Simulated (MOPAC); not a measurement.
MOPAC input (AM1):

```
AM1 FORCE THERMO(298,298) PRECISE LET CHARGE=-1 GEO-OK AUX(PRECISION=9) THREADS=1
C3H7S

C    -2.31616615 1    0.23185131 1   -0.13688818 1
C    -0.91244272 1    0.37074584 1    0.40019942 1
C     0.10911707 1   -0.31222449 1   -0.48321937 1
S     1.72712223 1   -0.14738912 1    0.14347039 1
H    -2.60322949 1   -0.84485678 1   -0.21395625 1
H    -3.05141222 1    0.74313731 1    0.53100230 1
H    -2.39451838 1    0.68450745 1   -1.15500900 1
H    -0.65157399 1    1.45739910 1    0.49181850 1
H    -0.85977467 1   -0.06831812 1    1.43061558 1
H     0.05122588 1    0.12562698 1   -1.51229847 1
H    -0.15643111 1   -1.39619456 1   -0.57587012 1
```

From the output:

```
     H   11   0.001467   0.059349   0.008159   0.575962   5.220260

          HEAT OF FORMATION =     -31.083604 KCALS/MOLE

          ZERO POINT ENERGY      59.009 KCAL/MOL

           NORMAL COORDINATE ANALYSIS (Total motion = 1 Angstrom)

   Root No.       1         2         3         4         5         6         7         8

                 1 A"      2 A"      1 A'      2 A'      3 A"      3 A'      4 A"      4 A'

                  75.8     159.1     236.9     385.0     761.0     823.2     887.3    1009.4

           1    0.0000   -0.0000    0.0254   -0.0803    0.0000    0.0019    0.0000    0.0237
           2   -0.0000    0.0000   -0.0487   -0.0635   -0.0000    0.0101   -0.0000    0.0558
           3   -0.0563    0.0083    0.0000   -0.0000   -0.0010    0.0000   -0.0162   -0.0000
           4   -0.0000    0.0000    0.0212   -0.0734    0.0000   -0.0038    0.0000    0.0035
           5    0.0000   -0.0000    0.0734    0.0340   -0.0000    0.0406   -0.0000    0.0132
           6    0.0559   -0.0324    0.0000   -0.0000   -0.0278   -0.0000   -0.0202   -0.0000
           7   -0.0000   -0.0000   -0.0187    0.0212    0.0000    0.1539   -0.0000   -0.0448
           8    0.0000    0.0000    0.0854    0.0015   -0.0000   -0.0441    0.0000   -0.0356
           9    0.0701    0.0126   -0.0000   -0.0000   -0.0278    0.0000    0.0414   -0.0000
          10    0.0000   -0.0000   -0.0163    0.0589   -0.0000   -0.0613    0.0000    0.0102
          11   -0.0000    0.0000   -0.0449    0.0178    0.0000    0.0046   -0.0000   -0.0010
          12   -0.0306    0.0042    0.0000    0.0000    0.0054   -0.0000   -0.0058    0.0000
          13    0.0682   -0.0257   -0.0229   -0.1341   -0.0758   -0.0750   -0.1400   -0.1150
          14   -0.0436   -0.1996   -0.0859   -0.1076    0.0050   -0.0575    0.0016   -0.0672
          15   -0.1114   -0.0962   -0.0003   -0.0005    0.0391   -0.0016    0.0545   -0.0027
          16    0.0000   -0.0000    0.1199    0.0224   -0.0000    0.1547   -0.0000    0.3226
          17   -0.0000    0.0000   -0.0858   -0.1053    0.0000   -0.0562    0.0000   -0.0736
          18   -0.0365    0.2497    0.0000    0.0000    0.0348    0.0000    0.0580    0.0000
          19   -0.0682    0.0257   -0.0229   -0.1341    0.0758   -0.0750    0.1400   -0.1150
          20    0.0436    0.1996   -0.0859   -0.1076   -0.0050   -0.0575   -0.0016   -0.0672
          21   -0.1114   -0.0962    0.0003    0.0005    0.0391    0.0016    0.0545    0.0027
          22   -0.0667    0.0234    0.0576   -0.0788   -0.0715   -0.0585   -0.1251   -0.0387
          23    0.0158   -0.0336    0.0947    0.0264    0.1468   -0.0014    0.0019   -0.0238
          24    0.0932   -0.0623   -0.0000    0.0006    0.1039    0.0023    0.0403   -0.0007
          25    0.0667   -0.0234    0.0576   -0.0788    0.0715   -0.0585    0.1251   -0.0387
          26   -0.0158    0.0336    0.0947    0.0264   -0.1468   -0.0014   -0.0019   -0.0238
          27    0.0932   -0.0623    0.0000   -0.0006    0.1039   -0.0023    0.0403    0.0007
          28    0.0488    0.0071   -0.0018    0.0551    0.0664    0.1258   -0.1068   -0.0650
          29   -0.0289   -0.0325    0.0932    0.0181   -0.1312   -0.0248    0.0810   -0.0548
          30    0.1080    0.0357   -0.0004    0.0023    0.0902   -0.0059   -0.0616    0.0036
          31   -0.0488   -0.0071   -0.0018    0.0551   -0.0664    0.1258    0.1069   -0.0650
          32    0.0289    0.0325    0.0931    0.0181    0.1312   -0.0248   -0.0810   -0.0548
          33    0.1080    0.0357    0.0004   -0.0023    0.0902    0.0059   -0.0616   -0.0036

   Root No.       9        10        11        12        13        14        15        16

                 5 A"      6 A"      7 A"      5 A'      6 A'      7 A'      8 A'      9 A'

                1031.6    1183.8    1195.5    1199.8    1234.2    1258.1    1372.4    1396.6

           1   -0.0000    0.0000    0.0000   -0.0655   -0.0387   -0.0164   -0.0220   -0.0104
           2    0.0000   -0.0000    0.0000    0.0207    0.0019    0.0168   -0.0179   -0.0140
           3    0.0193   -0.0485   -0.0144   -0.0000   -0.0000   -0.0000   -0.0000   -0.0000
           4    0.0000   -0.0000   -0.0000    0.0676    0.0306    0.0151    0.0833    0.0182
           5   -0.0000    0.0000    0.0000   -0.0526    0.0341   -0.0342    0.0689    0.0265
           6   -0.0203    0.0357    0.0504    0.0000    0.0000    0.0000    0.0000    0.0000
           7   -0.0000   -0.0000    0.0000    0.0378   -0.0079   -0.0339   -0.0313   -0.0020
           8    0.0000    0.0000   -0.0000    0.0610   -0.0544    0.0000   -0.0170   -0.0492
           9    0.0217    0.0087   -0.0387    0.0000    0.0000   -0.0000   -0.0000    0.0000
          10    0.0000   -0.0000    0.0000   -0.0000   -0.0000   -0.0051   -0.0008    0.0014
          11   -0.0000    0.0000   -0.0000   -0.0028    0.0001    0.0028   -0.0003    0.0006
          12   -0.0058   -0.0006   -0.0010   -0.0000   -0.0000   -0.0000   -0.0000   -0.0000
          13    0.0976   -0.1660   -0.0610   -0.1522   -0.0519   -0.0608   -0.0087   -0.0069
          14    0.0004   -0.0014    0.0014   -0.0387    0.0156   -0.0160   -0.0007    0.0726
          15   -0.0296    0.0333    0.0194    0.0120    0.0136    0.0043    0.0054    0.0461
          16    0.0000   -0.0000   -0.0000   -0.0054   -0.0646    0.0443   -0.1230    0.0164
          17   -0.0000    0.0000    0.0000   -0.0078    0.0180   -0.0108    0.0296   -0.0142
          18   -0.0294    0.0288    0.0263   -0.0000   -0.0000    0.0000   -0.0000    0.0000
          19   -0.0976    0.1660    0.0610   -0.1522   -0.0519   -0.0608   -0.0087   -0.0069
          20   -0.0004    0.0014   -0.0014   -0.0387    0.0156   -0.0160   -0.0007    0.0726
          21   -0.0296    0.0333    0.0194   -0.0120   -0.0136   -0.0043   -0.0054   -0.0461
          22    0.0608    0.2369   -0.0586    0.0438    0.1963    0.0756   -0.1627    0.0069
          23    0.1049    0.0845   -0.1490   -0.0811    0.1645   -0.0295   -0.1263   -0.0659
          24    0.0243   -0.0171   -0.0247   -0.0192    0.0118   -0.0228   -0.0143   -0.0443
          25   -0.0608   -0.2369    0.0586    0.0438    0.1963    0.0756   -0.1627    0.0069
          26   -0.1049   -0.0845    0.1490   -0.0811    0.1645   -0.0295   -0.1263   -0.0659
          27    0.0243   -0.0171   -0.0247    0.0192   -0.0117    0.0228    0.0143    0.0443
          28   -0.2088   -0.0172   -0.1206   -0.1262   -0.0163    0.2540    0.0666   -0.0645
          29   -0.0859    0.0007   -0.1684   -0.0041   -0.0812    0.1106   -0.0857    0.2087
          30   -0.0117    0.0031    0.0249   -0.0270    0.0156    0.0381    0.0779   -0.1638
          31    0.2088    0.0172    0.1206   -0.1262   -0.0163    0.2540    0.0667   -0.0645
          32    0.0859   -0.0007    0.1684   -0.0041   -0.0812    0.1106   -0.0857    0.2087
          33   -0.0117    0.0031    0.0249    0.0270   -0.0156   -0.0381   -0.0779    0.1638

   Root No.      17        18        19        20        21        22        23        24

                 8 A"     10 A'     11 A'     12 A'      9 A"     10 A"     13 A'     11 A"

                1399.0    1402.6    1405.9    1425.8    2986.4    3024.2    3051.5    3058.5

           1    0.0000    0.0102    0.0057    0.0820    0.0000   -0.0000   -0.0008    0.0000
           2   -0.0000   -0.0349    0.0016    0.0036   -0.0000    0.0000   -0.0421   -0.0000
           3   -0.0426    0.0000    0.0000    0.0000   -0.0017    0.0121    0.0000   -0.0398
           4    0.0000   -0.0081   -0.0418   -0.0170   -0.0000    0.0000   -0.0029    0.0000
           5    0.0000   -0.0062    0.0375    0.0027    0.0000   -0.0000    0.0023   -0.0000
           6   -0.0008   -0.0000   -0.0000   -0.0000    0.0123   -0.0333    0.0000   -0.0157
           7   -0.0000    0.0018    0.0053   -0.0016    0.0000    0.0000    0.0013    0.0000
           8    0.0000    0.0177    0.0089   -0.0072   -0.0000   -0.0000   -0.0007   -0.0000
           9    0.0006   -0.0000    0.0000   -0.0000   -0.0423   -0.0124   -0.0000   -0.0031
          10    0.0000   -0.0004    0.0001    0.0005    0.0000   -0.0000    0.0000    0.0000
          11   -0.0000   -0.0002   -0.0002    0.0003   -0.0000    0.0000   -0.0000   -0.0000
          12    0.0001    0.0000   -0.0000    0.0000   -0.0003   -0.0001    0.0000   -0.0000
          13    0.1306   -0.0860    0.0222   -0.2423    0.0064   -0.0377   -0.0724    0.1198
          14    0.2120    0.2403   -0.0133   -0.0804   -0.0084    0.0526    0.0731   -0.1588
          15    0.0496    0.1867   -0.0181    0.0751    0.0138   -0.0837   -0.1662    0.2524
          16   -0.0000    0.1065   -0.0085   -0.2648    0.0000   -0.0000    0.1498    0.0000
          17    0.0000   -0.0516    0.0056    0.1172    0.0000   -0.0000    0.3722   -0.0000
          18    0.4179    0.0000   -0.0000   -0.0000   -0.0009    0.0068    0.0000   -0.0213
          19   -0.1306   -0.0860    0.0222   -0.2423   -0.0064    0.0377   -0.0724   -0.1198
          20   -0.2120    0.2403   -0.0133   -0.0804    0.0084   -0.0526    0.0732    0.1588
          21    0.0496   -0.1867    0.0181   -0.0752    0.0138   -0.0837    0.1662    0.2524
          22    0.0077   -0.0025    0.1772   -0.0048   -0.0402    0.0944    0.0179    0.0423
          23    0.0036   -0.0054   -0.2012    0.0003    0.0563   -0.1401   -0.0281   -0.0604
          24   -0.0037   -0.0017   -0.2170   -0.0007   -0.0877    0.2107    0.0484    0.0908
          25   -0.0077   -0.0025    0.1772   -0.0048    0.0402   -0.0944    0.0179   -0.0423
          26   -0.0036   -0.0054   -0.2012    0.0003   -0.0563    0.1401   -0.0281    0.0604
          27   -0.0037    0.0017    0.2170    0.0007   -0.0877    0.2107   -0.0484    0.0908
          28    0.0043    0.0187   -0.0143   -0.0072   -0.1153   -0.0304   -0.0063   -0.0067
          29    0.0038   -0.0659   -0.0707    0.0229    0.1789    0.0491    0.0102    0.0121
          30   -0.0007    0.0521    0.0393   -0.0189    0.2679    0.0715    0.0178    0.0167
          31   -0.0043    0.0187   -0.0143   -0.0072    0.1153    0.0304   -0.0063    0.0067
          32   -0.0038   -0.0659   -0.0707    0.0229   -0.1789   -0.0491    0.0102   -0.0121
          33   -0.0007   -0.0521   -0.0393    0.0189    0.2679    0.0715   -0.0178    0.0167

   Root No.      25        26        27

                14 A'     15 A'     16 A'

                3065.4    3099.5    3149.1

           1    0.0000    0.0008   -0.0213
           2   -0.0045    0.0061    0.0017
           3    0.0000    0.0000   -0.0000
           4    0.0047   -0.0153   -0.0050
           5   -0.0045    0.0236    0.0031
           6   -0.0000   -0.0000   -0.0000
           7   -0.0152   -0.0039    0.0000
           8    0.0238    0.0090    0.0007
           9    0.0000   -0.0000    0.0000
          10   -0.0009   -0.0002   -0.0000
          11    0.0002    0.0000    0.0000
          12   -0.0000   -0.0000   -0.0000
          13   -0.0046   -0.0012    0.0963
          14    0.0037    0.0084   -0.1413
          15   -0.0102   -0.0087    0.2448
          16    0.0185   -0.0329    0.0895
```

The dipole moment of an ion depends on the origin.
